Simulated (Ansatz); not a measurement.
CH$_{4}$BNO, SMILES `B1NCO1` at its PBE0-D4/def2-TZVP geometry, where that method's forces vanish. The species carries charge 0 and has multiplicity 1.

```xyz
8

B    -0.8700   -0.5055   -0.5191
N     0.5172   -0.2782   -0.5770
C     0.3476    0.4836    0.6405
O    -1.0615    0.2247    0.6581
H    -1.6739   -1.0859   -1.1743
H     1.3470   -0.4595   -1.1051
H     0.5538    1.5551    0.5525
H     0.8397    0.0657    1.5244
```

(1) What forces (eV/Å) does ωB97M-V/def2-TZVPP give on these atoms in Ansatz 0.2.0? (Estimate.)

Answers

(1) Computed: 
```
B1  -0.228 -0.163 -0.182
N2   0.172 -0.122 -0.239
C3   0.289  0.261  0.315
O4  -0.222  0.011  0.082
H5   0.109  0.078  0.087
H6  -0.038  0.011  0.029
H7  -0.026 -0.119  0.007
H8  -0.057  0.043 -0.099
```
